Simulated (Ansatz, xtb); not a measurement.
# C4H9ClO2S: 4 structures ranked

4 gas-phase structures of C4H9ClO2S, from a drawn sample of its isomers (lower ones may exist). Each was relaxed with GFN2-xTB; where two conformers were screened, the lower at r2SCAN-D4/def2-SVP//GFN2-xTB is listed:

A. `CCCCS(=O)(=O)Cl`, a singlet
B. `CC[C@H](C)S(=O)(=O)Cl`, a singlet
C. `CC(C)CS(=O)(=O)Cl`, a singlet
D. `CC(C)(C)S(=O)(=O)Cl`, a singlet

Q: Which do you expect lowest at r2SCAN-D4/def2-SVP//GFN2-xTB, and how would the others follow?

A: Calculated order at r2SCAN-D4/def2-SVP//GFN2-xTB: D (0.0), B (17.9), C (28.8), A (32.2) kJ/mol. Less than 1 kcal/mol parts C and A, so the order within that pair means little.

Energies above the lowest of each column, in kJ/mol; the last columns are at r2SCAN-D4/def2-SVP geometries:

```tsv
structure	GFN2-xTB	HF/STO-3G	r2SCAN-D4/def2-SVP//GFN2-xTB	r2SCAN-D4/def2-SVP	CCSD(T)/def2-SVP + ΔMP2/def2-TZVPP
D	0.0	0.0	0.0	0.0	0.0
B	26.3	9.2	17.9	16.1	16.2
C	40.9	17.2	28.8	27.7	19.1
A	47.9	22.6	32.2	30.7	25.1
```

Every level run on D puts it lowest or level with the lowest. Flexible structures stand in one conformer each, not always the lowest. ΔMP2 is the change of the MP2 energy from the smaller to the larger basis.

Over these structures GFN2-xTB departs from r2SCAN-D4/def2-SVP//GFN2-xTB by 4.9 kJ/mol on average once a common shift is removed. A GFN2-xTB relaxation took about 0.26 s and the r2SCAN-D4/def2-SVP//GFN2-xTB energy about 3.8 s on a shared host (Ansatz 0.2.0, xtb 6.7.1).
